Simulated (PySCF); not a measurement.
Unrelated species, one level of theory. Level of theory: PySCF, TDDFT CAM-B3LYP/def2-SVPD, vertical, gas phase, core orbitals frozen in the response. Geometries: PBE0-D3(BJ)/def2-SVP; one conformer of each isolated species. Triplets are in the Tamm–Dancoff approximation. 'Strongest' means the level of largest summed f among the lowest 10 singlets; it needn't be the same kind of state in each.

**Question.** Rank by computed lowest triplet energy, lowest first.
A. `C=C/C=C\S(=O)(=O)C(F)(F)F`
B. `C[O+]([AlH3-])CO[SiH3]`
C. `CS(C)=O`
D. `[H][Si]([H])(N=C=S)N=C=S`

**Answer.** A (3.00 eV), D (4.35 eV), C (5.28 eV), B (6.09 eV).

```json
{"SMILES": "C=C/C=C\\S(=O)(=O)C(F)(F)F", "T1 (eV)": "3.00", "f (S1)": "0.672", "α (au)": "96.5", "strongest (eV)": "5.37", "first f ≥ 0.01 (nm)": "231", "S1 mainly": "H→L (97%)"}
{"SMILES": "[H][Si]([H])(N=C=S)N=C=S", "T1 (eV)": "4.35", "f (S1)": "0.000", "α (au)": "114.2", "strongest (eV)": "6.69", "first f ≥ 0.01 (nm)": "186", "S1 mainly": "H-2→L (45%)"}
{"SMILES": "CS(C)=O", "T1 (eV)": "5.28", "f (S1)": "0.006", "α (au)": "52.5", "strongest (eV)": "7.00", "first f ≥ 0.01 (nm)": "202", "S1 mainly": "H→L+2 (44%)"}
{"SMILES": "C[O+]([AlH3-])CO[SiH3]", "T1 (eV)": "6.09", "f (S1)": "0.011", "α (au)": "92.1", "strongest (eV)": "8.03", "first f ≥ 0.01 (nm)": "190", "S1 mainly": "H→L+2 (45%)"}
```

H and L stand for HOMO and LUMO.
